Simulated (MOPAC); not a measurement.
MOPAC input (PM3):

```
PM3 1SCF UHF MS=0.5 GEO-OK AUX(PRECISION=9) THREADS=1
FOS

O    -1.21346200 1   -0.49365400 1    0.06991400 1
S    -0.11286200 1    0.45810300 1   -0.01665200 1
F     1.27927600 1   -0.37560200 1   -0.03254200 1
```

Output:

```
 *******************************************************************************
 **                                                                           **
 **                              MOPAC v23.2.5                                **
 **                                                                           **
 *******************************************************************************
 ** MOPAC's Digital Object Identifier: https://doi.org/10.5281/zenodo.6511958 **
 **                                                                           **
 ** Please cite the open-source release paper for use of this MOPAC version:  **
 ** J. E. Moussa and J. J. P. Stewart (2026)                                  **
 ** MOPAC: An open-source semiempirical molecular orbital program             **
 ** J. Open Source Softw., 11(119), 8025, https://doi.org/10.21105/joss.08025 **
 *******************************************************************************

                              PM3 CALCULATION RESULTS

 *******************************************************************************
 *  PM3        - The PM3 Hamiltonian to be used
 *  GEO-OK     - OVERRIDE INTERATOMIC DISTANCE AND OTHER SAFETY CHECKS
 *  UHF        - UNRESTRICTED HARTREE-FOCK CALCULATION
 *  MS=        - IN MECI, MAGNETIC COMPONENT OF SPIN =  0.5
 *  1SCF       - DO 1 SCF AND THEN STOP
 *  AUX        - OUTPUT AUXILIARY INFORMATION
 *******************************************************************************
PM3 1SCF UHF MS=0.5 GEO-OK AUX(PRECISION=9) THREADS=1
 FOS

   ATOM   CHEMICAL          X               Y               Z
  NUMBER   SYMBOL      (ANGSTROMS)     (ANGSTROMS)     (ANGSTROMS)

     1       O         -1.21346200  *  -0.49365400  *   0.06991400  *
     2       S         -0.11286200  *   0.45810300  *  -0.01665200  *
     3       F          1.27927600  *  -0.37560200  *  -0.03254200  *

          CARTESIAN COORDINATES

    NO.       ATOM           X           Y           Z

     1         O         -1.2135     -0.4937      0.0699
     2         S         -0.1129      0.4581     -0.0167
     3         F          1.2793     -0.3756     -0.0325

  O: (PM3): J. J. P. STEWART, J. COMP. CHEM. 10, 209 (1989).
  F: (PM3): J. J. P. STEWART, J. COMP. CHEM. 10, 209 (1989).
  S: (PM3): J. J. P. STEWART, J. COMP. CHEM. 10, 209 (1989).

           Empirical Formula: O S F  =     3 atoms

      MOLECULAR POINT GROUP   :   Cs

          UHF CALCULATION, NO. OF ALPHA ELECTRONS =   10
                           NO. OF BETA  ELECTRONS =    9

 -------------------------------------------------------------------------------
 PM3 1SCF UHF MS=0.5 GEO-OK AUX(PRECISION=9) THREADS=1
 FOS

     1SCF WAS SPECIFIED, SO BFGS WAS NOT USED
     SCF FIELD WAS ACHIEVED

                              PM3 CALCULATION
                                                       MOPAC v23.2.5 Linux

          FINAL HEAT OF FORMATION =        -73.09478 KCAL/MOL =    -305.82857 KJ/MOL

          COSMO AREA              =         77.18 SQUARE ANGSTROMS
          COSMO VOLUME            =         59.63 CUBIC ANGSTROMS

          IONIZATION POTENTIAL    =         10.111396 EV
          ALPHA SOMO LUMO (EV)    =        -10.111 -0.475
          BETA  SOMO LUMO (EV)    =        -11.572 -1.254
          NO. OF ALPHA ELECTRONS  =         10
          NO. OF BETA  ELECTRONS  =          9
          MOLECULAR WEIGHT        =         67.0578         POINT GROUP:  Cs

          MOLECULAR DIMENSIONS (Angstroms)

            Atom       Atom       Distance
            F     3    O     1     2.49763
            S     2    O     1     0.89950
            F     3    O     1     0.00000

          SCF CALCULATIONS        =          1

   ATOM   CHEMICAL          X               Y               Z
  NUMBER   SYMBOL      (ANGSTROMS)     (ANGSTROMS)     (ANGSTROMS)

     1       O         -1.21346200  *  -0.49365400  *   0.06991400  *
     2       S         -0.11286200  *   0.45810300  *  -0.01665200  *
     3       F          1.27927600  *  -0.37560200  *  -0.03254200  *

                             CARTESIAN COORDINATES

   1    O       -1.213462000    -0.493654000     0.069914000
   2    S       -0.112862000     0.458103000    -0.016652000
   3    F        1.279276000    -0.375602000    -0.032542000

           Empirical Formula: O S F  =     3 atoms

      MOLECULAR POINT GROUP   :   Cs

          ALPHA EIGENVALUES
 -37.65936 -26.86764 -20.15489 -18.07943 -17.64708 -17.25525 -15.40809 -14.24590
 -12.18981 -10.11140  -0.47494   1.13023

           BETA EIGENVALUES
 -37.23136 -25.98315 -19.55692 -17.56350 -17.36052 -17.04874 -13.98367 -13.33090
 -11.57243  -1.25381  -0.00856   1.86314

              NET ATOMIC CHARGES AND DIPOLE CONTRIBUTIONS

  ATOM NO.   TYPE          CHARGE      No. of ELECS.   s-Pop       p-Pop
    1          O          -0.535656        6.5357     1.87825     4.65740
    2          S           0.810115        5.1899     1.85850     3.33138
    3          F          -0.274459        7.2745     1.75115     5.52331
 DIPOLE           X         Y         Z       TOTAL
 POINT-CHG.     0.996     3.548    -0.202     3.691
 HYBRID        -0.320    -1.383     0.076     1.422
 SUM            0.676     2.164    -0.126     2.271

          ATOMIC ORBITAL ELECTRON POPULATIONS

     Atom    s        px        py        pz
    1  O   1.87825   1.41382   1.64511   1.59847
    2  S   1.85850   0.82160   1.08437   1.42541
    3  F   1.75115   1.65470   1.89520   1.97340

                    (SZ)    =    0.500000
                    (S**2)  =    0.752622

          ATOMIC ORBITAL SPIN POPULATIONS

    Atom   Total    s     px     py     pz
         Atomic
    1  O  0.3868  0.004 -0.018  0.002  0.399
    2  S  0.6108  0.020  0.019  0.001  0.571
    3  F  0.0025 -0.005 -0.014 -0.005  0.026

 **********************
 *                    *
 * JOB ENDED NORMALLY *
 *                    *
 **********************

 == MOPAC DONE ==
```

The geometry given is a B3LYP-D3(BJ)/def2-TZVP minimum.
